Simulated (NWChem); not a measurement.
CH₃BeBrS; SMILES C[S][Be][Br]

```xyz
7

Be     0.3016     0.2246     0.0000
Br    -0.0256    -1.7147     0.0000
S      0.6449     2.0881     0.0000
C     -1.0720     2.8010     0.0000
H     -1.6234     2.5070    -0.8947
H     -0.9514     3.8860     0.0000
H     -1.6234     2.5070     0.8947
```
Atoms are numbered in this order, from 1.

Results from NWChem. Pople sets run with spherical d functions. All runs use the structure optimised with B3LYP/6-31G* (spherical d).

For level OLYP/6-31G*:

```
Property                     Result
---------------------------  ------
highest occupied level (eV)   -5.83
orbital gap (eV)               4.44
```

What are these values for level PBE/6-31G*?


* **highest occupied level (eV)**: -5.98
* **orbital gap (eV)**: 4.29
